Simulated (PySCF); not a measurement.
H₂Cl₂InN (SMILES [NH2][In]([Cl])[Cl]), singlet, at a GFN2-xTB geometry (such geometries of metal compounds can be far from the true shape) (all electrons, no relativity); CASSCF(4,5)+NEVPT2/STO-3G in PySCF.

PySCF was given this input:
```python
from pyscf import gto, scf, mcscf, mrpt
import numpy

mol = gto.Mole()
mol.atom = '''
    In    0.180475   -0.077958    0.102750
    Cl   -1.691108   -1.385767   -0.105756
    Cl    0.221135    1.977055   -0.913091
    N     1.684425   -0.622894    1.395144
    H     2.574536   -0.237880    1.092256
    H     1.780750   -1.633812    1.427387
'''
mol.basis = 'sto-3g'
mol.charge = 0
mol.spin = 0
mol.verbose = 4
mol.build()

mf = scf.RHF(mol)
mf.kernel()
mc = mcscf.CASSCF(mf, 5, 4)
mc.fix_spin_(ss=0.0)
mc.kernel()
occ = numpy.linalg.eigvalsh(mc.fcisolver.make_rdm1(mc.ci, mc.ncas, mc.nelecas))[::-1]
ss = mc.fcisolver.spin_square(mc.ci, mc.ncas, mc.nelecas)[0]
print('natural occupations', occ.round(4), ' <S^2>', round(ss, 4))
e2 = mrpt.NEVPT(mc).kernel()
print('E(NEVPT2) = %.10f' % (mc.e_tot + e2))
```

Task: Predict the main parts of the log of this PySCF run.

Result: 
```
PySCF version 2.14.0

[INPUT] verbose = 4
[INPUT] num. atoms = 6
[INPUT] num. electrons = 92
[INPUT] charge = 0
[INPUT] spin (= nelec alpha-beta = 2S) = 0
[INPUT] symmetry False subgroup None
[INPUT] Mole.unit = angstrom
[INPUT] Symbol           X                Y                Z      unit          X                Y                Z       unit  Magmom
[...]
nuclear repulsion = 581.127401047406
number of shells = 26
number of NR pGTOs = 156
number of NR cGTOs = 52
basis = sto-3g
ecp = {}

******** <class 'pyscf.scf.hf.RHF'> ********
method = RHF
initial guess = minao
damping factor = 0
level_shift factor = 0
DIIS = <class 'pyscf.scf.diis.CDIIS'>
diis_start_cycle = 1
diis_space = 8
diis_damp = 0
SCF conv_tol = 1e-09
SCF conv_tol_grad = None
SCF max_cycles = 50
direct_scf = True
direct_scf_tol = 1e-13
Set gradient conv threshold to 3.16228e-05
Initial guess from minao.
init E= -6631.02875729657
[...]
cycle= 1 E= -6647.08079297333  delta_E= -16.1  |g|= 0.36  |ddm|=  3.1
[...]
cycle= 2 E= -6647.13034224556  delta_E= -0.0495  |g|= 0.0699  |ddm|= 0.586
[...]
cycle= 3 E= -6647.13428197868  delta_E= -0.00394  |g|= 0.0325  |ddm|= 0.221
[...]
cycle= 4 E= -6647.13479473957  delta_E= -0.000513  |g|= 0.00792  |ddm|= 0.0627
[...]
cycle= 5 E= -6647.13487627194  delta_E= -8.15e-05  |g|= 0.0025  |ddm|= 0.037
[...]
cycle= 6 E= -6647.13488549634  delta_E= -9.22e-06  |g|= 0.000355  |ddm|= 0.0152
[...]
cycle= 7 E= -6647.13488565814  delta_E= -1.62e-07  |g|= 6.39e-05  |ddm|= 0.00189
[...]
cycle= 8 E= -6647.13488566312  delta_E= -4.98e-09  |g|= 1.21e-05  |ddm|= 0.000295
[...]
cycle= 9 E= -6647.1348856633  delta_E= -1.8e-10  |g|= 1.83e-06  |ddm|= 5.89e-05
[...]
Extra cycle  E= -6647.13488566329  delta_E= 5.46e-12  |g|= 8.37e-07  |ddm|= 5.34e-06
converged SCF energy = -6647.13488566329

******** <class 'pyscf.mcscf.mc1step.CASSCF'> ********
CAS (2e+2e, 5o), ncore = 44, nvir = 3
max_cycle_macro = 50
max_cycle_micro = 4
conv_tol = 1e-07
conv_tol_grad = None
orbital rotation max_stepsize = 0.02
orbital rotation threshold for CI restart = 0.01
augmented hessian ah_max_cycle = 30
augmented hessian ah_conv_tol = 1e-12
augmented hessian ah_linear dependence = 1e-14
augmented hessian ah_level shift = 1e-08
augmented hessian ah_start_tol = 2.5
augmented hessian ah_start_cycle = 3
augmented hessian ah_grad_trust_region = 3
kf_trust_region = 3
kf_interval = 4
ci_response_space = 4
ci_grad_trust_region = 3
with_dep4 0
natorb = False
canonicalization = True
sorting_mo_energy = False
[...]
CASCI E = -6647.13735067595  S^2 = 0.0000000
CASSCF energy = -6647.15521057583
CASCI E = -6647.15521057583  E(CI) = -3.59565617145654  S^2 = 0.0000000
[...]
1 Cl 2s          0.00150  -0.00048  -0.00248  -0.00770  -0.00019
1 Cl 3s          0.03280   0.01881   0.05627   0.19126   0.00470
1 Cl 2px        -0.00873  -0.00206  -0.00447  -0.00885  -0.00078
1 Cl 2py        -0.00643  -0.00028  -0.00106  -0.00746   0.00057
1 Cl 2pz        -0.00065  -0.00064  -0.00072  -0.00067   0.00132
1 Cl 3px         0.68320   0.11721   0.20403   0.34350   0.03116
1 Cl 3py         0.50179   0.03195   0.06335   0.29053  -0.03200
1 Cl 3pz         0.04500   0.03990   0.01617   0.02960  -0.06709
2 Cl 1s         -0.00005   0.00005   0.00010   0.00005  -0.00003
2 Cl 2s          0.00041  -0.00053  -0.00159  -0.00074   0.00050
2 Cl 3s         -0.01951   0.01663   0.03519   0.01599  -0.01295
2 Cl 2px        -0.00081  -0.00114  -0.00143   0.00317  -0.00044
2 Cl 2py        -0.00117   0.00113   0.00276   0.00169   0.00000
2 Cl 2pz         0.00019  -0.00089  -0.00123   0.00029   0.00178
2 Cl 3px         0.03239   0.05307   0.05276  -0.11899   0.02330
2 Cl 3py         0.04956  -0.06083  -0.14481  -0.08003  -0.00468
2 Cl 3pz        -0.01232   0.05438   0.05016   0.00294  -0.08636
3 N 1s           0.00037  -0.00219  -0.00405   0.00148   0.00652
3 N 2s          -0.04181  -0.15333   0.26174  -0.08031  -0.45107
3 N 2px         -0.02259   0.41397  -0.31162   0.05041  -0.30340
3 N 2py          0.00814  -0.07431   0.07822  -0.04044   0.18501
3 N 2pz         -0.04720   0.67747  -0.39872   0.08705   0.02149
4 H 1s          -0.00850   0.04447  -0.04423  -0.03765   0.47151
5 H 1s          -0.02379   0.04578  -0.03595   0.02449   0.49134
<CAS-nat-orb|mo-hf>  45     39       0.51089655
<CAS-nat-orb|mo-hf>  45     41       0.56317898
<CAS-nat-orb|mo-hf>  46     39      -0.42302927
<CAS-nat-orb|mo-hf>  46     46       0.74475042
<CAS-nat-orb|mo-hf>  47     47       0.53145024
<CAS-nat-orb|mo-hf>  47     48      -0.58392670
<CAS-nat-orb|mo-hf>  47     50      -0.58151663
<CAS-nat-orb|mo-hf>  48     48      -0.50333285
<CAS-nat-orb|mo-hf>  48     49       0.59658102
<CAS-nat-orb|mo-hf>  48     50       0.60882522
<CAS-nat-orb|mo-hf>  49     51       0.80766846
Sr    (-1)',   E = -0.00020232750432
Si    (+1)',   E = -0.00552742470920
Sijrs (0)  ,   E = -0.01958450257604
Sijr  (+1) ,   E = -0.01663632455542
Srsi  (-1) ,   E = -0.00067428718894
Srs   (-2) ,   E = -0.00028435633777
Sij   (+2) ,   E = -0.00626549130828
Sir   (0)' ,   E = -0.01582047781358
Nevpt2 Energy = -0.064995191993562
E(NEVPT2) = -6647.2202057678
```
